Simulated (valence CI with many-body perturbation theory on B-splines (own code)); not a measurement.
Results of a calculation; reference values are marked as such.
# Run record, Hf65+

Level of theory: relativistic CI+MBPT: five valence electrons over a frozen Dirac-Fock core [He], a basis of 11 s, 11 p, 10 d, 8 f, 5 g, 2 h functions for each j, with the one-electron correlation potential Σ1 (screened to all orders), the two-electron term Σ2, the three-electron term Σ3, Breit, model QED; selected single and double excitations, second order for the rest, scaled by the run's own slope (own B-spline code, finite nucleus).

Command, and the settings that its task file holds:

```sh
python run_cv.py task.json out
```

```
atom Hf  Z=72  mass_number=180  rms_radius_fm=5.3470
core [He]
valence 2s2 2p3
avg = 1
basis = M
breit = 1
cap = 32000
capref = 2000
cscale = 1
de = 0.0
dress = 0
eps = 2e-08
extrap = 1
h = 0.27
hh = 1
l2 = 3
lcore = 6
maxit = 60
n2 = 5
natural = 1
nlev = 150
nno = [5, 5, 5, 4, 2, 1]
nroot = 36
nsp = [6, 6, 5, 4, 3, 1]
pt2 = 1
qed = 1
rpa = 1
s1 = 1
s2 = 1
s3 = 1
screen = 1
tol = 2e-05
whole = 1
```

It took 2.3 min on 1 thread of Arm Neoverse V1 (shared host).

Log. The first blocks belong to the next ion, which gives the ionisation energy. Fields: 2J, parity (1 odd), roots, reference size, generating configurations, candidates as configurations/state functions, variational space P, stored matrix elements, Davidson steps; e2 is the range of second-order energies in hartree. The first line gives the box (bohr), its intervals, the orbitals and the steps of their self-consistent field. Window is the range of levels sought, series limit the energy at which the first omitted orbital would enter, core excitation an estimate of the first excitation out of the core, left out the lowest levels not solved, and shifts from estimates the range by which levels moved from their first estimate, all in cm⁻¹.

```
rmax 2.3 intervals 56 orbitals 83 references ['2s2 2p3', '2s 2p4', '2p5'] scf 2 t 0.5
2J=0 par=0 roots 2 ref 28 generators 3 cand 5650/7803 P 2291/3199 nnz 1.4e+06 it 4
2J=0 par=0 roots 2 ref 28 generators 4 cand 3385/4632 P 3408/4872 nnz 3e+06 it 4
   second order: generators 5 cand 5061/8518 e2 -0.00001 -0.00000
reference levels 1272, estimated 767, window 94293713 1/cm; series limit 116193407, core excitation 446513240
2J=3 par=1 roots 36 ref 159 generators 21 cand 55000/403322 P 1804/7275 nnz 5.2e+06 it 5
2J=3 par=1 roots 36 ref 159 generators 26 cand 58861/457958 P 5773/31994 nnz 5.6e+07 it 7
   second order: generators 31 cand 77157/657513 e2 -0.03356 -0.00837
2J=5 par=1 roots 29 ref 151 generators 17 cand 56757/499557 P 1692/7248 nnz 5.9e+06 it 7
2J=5 par=1 roots 29 ref 151 generators 21 cand 60653/586324 P 5161/31980 nnz 6e+07 it 8
   second order: generators 26 cand 74666/819508 e2 -0.03382 -0.01241
2J=1 par=1 roots 26 ref 101 generators 19 cand 48075/221562 P 2513/7193 nnz 4.4e+06 it 7
2J=1 par=1 roots 26 ref 101 generators 24 cand 51456/237665 P 8308/31994 nnz 4.7e+07 it 8
   second order: generators 30 cand 71430/363506 e2 -0.01548 -0.00468
2J=5 par=0 roots 29 ref 159 generators 20 cand 58224/504439 P 1849/7268 nnz 5.4e+06 it 6
2J=5 par=0 roots 29 ref 159 generators 25 cand 62055/591215 P 5632/31989 nnz 5.6e+07 it 7
   second order: generators 35 cand 99758/1156396 e2 -0.03210 -0.01274
2J=1 par=0 roots 26 ref 105 generators 21 cand 49368/223709 P 2573/7195 nnz 4.2e+06 it 7
2J=1 par=0 roots 26 ref 105 generators 26 cand 52714/239814 P 8523/31996 nnz 4.6e+07 it 9
   second order: generators 35 cand 75995/420396 e2 -0.01633 -0.00363
2J=3 par=0 roots 34 ref 160 generators 19 cand 56369/407065 P 1847/7269 nnz 5.2e+06 it 7
2J=3 par=0 roots 34 ref 160 generators 25 cand 60212/461704 P 5852/31999 nnz 5.5e+07 it 8
   second order: generators 36 cand 100413/925423 e2 -0.03470 -0.01010
2J=7 par=1 roots 17 ref 113 generators 11 cand 46366/452221 P 1726/7210 nnz 6.4e+06 it 8
2J=7 par=1 roots 17 ref 113 generators 14 cand 50339/555691 P 5073/31996 nnz 6.7e+07 it 8
   second order: generators 19 cand 63022/832519 e2 -0.02175 -0.00978
2J=7 par=0 roots 13 ref 110 generators 10 cand 43339/425418 P 1737/7201 nnz 6e+06 it 7
2J=7 par=0 roots 13 ref 110 generators 13 cand 48722/516049 P 5220/31989 nnz 6.4e+07 it 7
   second order: generators 17 cand 64421/867544 e2 -0.02053 -0.00929
2J=9 par=0 roots 5 ref 67 generators 5 cand 29400/326369 P 1714/6397 nnz 4.2e+06 it 5
2J=9 par=0 roots 5 ref 67 generators 8 cand 31523/351765 P 5580/31980 nnz 6.7e+07 it 5
   second order: generators 10 cand 39078/531314 e2 -0.00808 -0.00439
2J=9 par=1 roots 6 ref 65 generators 4 cand 21915/234748 P 1463/6387 nnz 4.6e+06 it 5
2J=9 par=1 roots 6 ref 65 generators 4 cand 21463/232482 P 4495/31992 nnz 9e+07 it 6
   second order: generators 7 cand 34454/483737 e2 -0.00854 -0.00304
2J=11 par=1 roots 2 ref 33 generators 2 cand 17984/210179 P 1653/6399 nnz 3.6e+06 it 5
2J=11 par=1 roots 2 ref 33 generators 4 cand 19648/234735 P 4693/32000 nnz 8.2e+07 it 5
   second order: generators 4 cand 16608/209134 e2 -0.00196 -0.00143
left out: unestimated 111031131, estimated 97327651, shifts from estimates -26604 to 198
operators 0.2
```

The Davidson iterations converged.

No measured spectrum was set against this ion. As an estimate, large intervals hold to a few tenths of a per cent, small ones and those within an open d or f shell to about a per cent. Among the levels kept, up to 7400 cm⁻¹ of a level comes from second order outside the variational space, and about a tenth of that is noise between levels of different J, which matters for small intervals.

```yaml
Valence_energy: -3209.045 hartree
Ionisation_energy: "15679 eV (NIST: 15680 ± 30 eV (theoretical))"
Reference_configurations_for_the_orbitals: 2s2 2p3, 2s 2p4, 2p5
Radial_orbitals: 83
Box_radius: 2.263 bohr
Largest_variational_space: 32000
Lowest_levels: (2s^2 2p1/2^2 2p3/2) J=3/2 0.00, (2s^2 2p1/2 2p3/2^2) J=3/2 89.74, (2s^2 2p1/2 2p3/2^2) J=5/2 91.43, (2s^2 2p1/2 2p3/2^2) J=1/2 95.13, (2s 2p1/2^2 2p3/2^2) J=5/2 114.13, (2s 2p1/2^2 2p3/2^2) J=1/2 121.64, (2s 2p1/2^2 2p3/2^2) J=3/2 121.74, (2s^2 2p3/2^3) J=3/2 185.06, (2s 2p1/2 2p3/2^3) J=3/2 [a] 205.84, (2s 2p1/2 2p3/2^3) J=5/2 208.82, (2s 2p1/2 2p3/2^3) J=1/2 213.38, (2s 2p1/2 2p3/2^3) J=3/2 [b] 214.01, (2p1/2^2 2p3/2^3) J=3/2 240.92, (2s 2p3/2^4) J=1/2 304.45 Ry
```

Levels are named by their leading jj configuration (3d3/2^4 stands for four electrons in 3d with j = 3/2), which in mixed levels can hold well under half, so a name can repeat and another be missing. Letters in brackets count levels of one name in rising energy.
